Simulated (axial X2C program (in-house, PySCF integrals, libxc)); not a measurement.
SrO⁺: from the spin-free to the two-component result

Calculated with an in-house relativistic program for diatomic molecules. Spin-free means the one-electron spin-free X2C Hamiltonian; two-component (2c) means X2C with spin–orbit coupling and atomic mean-field two-electron Coulomb and Gaunt terms, so the difference of the two also holds small scalar two-electron terms. Basis: Sr dyall-cv3z [13s12p8d5f1g], O dyall-av3z [7s6p3d2f] (cores contracted in-house); Gaussian nuclei, density fitting, unrestricted open shells. Masses: Sr 87.906 u, O 15.995 u.

Spin-free state: M_S = 1/2, Λ = 1 (beyond evenly filled blocks: π+α, π+β, π-α); fragments Sr+ + O.

```json
{"level": "PBE0", "Re (Å)": "2.105", "ωe (cm⁻¹)": "558.0", "De (eV)": "3.352", "μ (D)": "-7.06"}
{"level": "HF", "Re (Å)": "2.142", "ωe (cm⁻¹)": "550.0", "De (eV)": "1.492", "μ (D)": "-8.31"}
{"level": "MP2", "Re (Å)": "2.125", "ωe (cm⁻¹)": "547.3", "De (eV)": "3.288", "μ (D)": "n/a"}
{"level": "CCSD", "Re (Å)": "2.131", "ωe (cm⁻¹)": "546.5", "De (eV)": "3.098", "μ (D)": "n/a"}
{"level": "CCSD(T)", "Re (Å)": "2.131", "ωe (cm⁻¹)": "544.3", "De (eV)": "3.195", "μ (D)": "n/a"}
{"level": "PBE", "Re (Å)": "2.117", "ωe (cm⁻¹)": "539.8", "De (eV)": "3.625", "μ (D)": "-6.63"}
```

Correlated methods: 15 electrons correlated (number of frozen shells: Sr 3 s, 2 p, 1 d; O 1 s), 263 virtual spin orbitals or spinors in MP2, 90 natural virtuals in coupled cluster.

Dipoles are positive if O is the positive end and refer to the centre of mass.

Within this multiplet, which Ω should lie lowest by the rule for regular and inverted multiplets?

The open π shell holds three electrons, one hole, so the multiplet is inverted: Ω = Λ + 1/2 = 3/2. The PBE0 2c search agrees, though Ω = 1/2 of the search lies only 0.02 eV higher.

Two-component determinant lowest at the distance of the search:

Ω = 3/2 (⟨Sz⟩ = 0.50, ⟨Lz⟩ = 1.00 at HF); fragments Sr+ + O.

| level | Re (Å) | ωe (cm⁻¹) | De (eV) | μ (D) |
| --- | --- | --- | --- | --- |
| PBE0 | 2.105 | 558.1 | 3.364 | -7.05 |
| HF | 2.142 | 550.0 | 1.501 | -8.30 |
| MP2 | 2.125 | 547.3 | 3.295 | n/a |
| CCSD | 2.130 | 546.6 | 3.108 | n/a |
| CCSD(T) | 2.131 | 544.4 | 3.198 | n/a |
| PBE | 2.117 | 539.9 | 3.637 | -6.62 |

From the two tables, how do the constants change at the CCSD(T) level (2c against spin-free)?

At the CCSD(T) level Re is unchanged within 0.001 Å and ωe is unchanged to within 0.2 cm⁻¹; De changes by 0.003 eV.

Dissociation energies refer to the lowest single-determinant-based atoms at the same level and basis. Density functionals use the spin component along the axis (collinear). CCSD and (T) use frozen natural virtuals with an MP2 correction for the truncation; (T) itself is uncorrected, so its De runs slightly low. The 2c atoms are single determinants rather than J levels; their spin–orbit lowering is only partly caught, and De is too large by that part. This holds for PBE0, PBE. Without a current term, density functionals place determinants with orbital angular momentum somewhat too high. The state is one determinant with fixed occupations, lowest in a PBE0 search at one distance only: followed along the bond, the spin-free determinant M_S = 1/2, Λ = 0 reaches 0.14 eV lower at PBE0, at Re = 1.979 Å, so the state shown is not the lowest. At some level and bond length an empty orbital lies below a filled one.
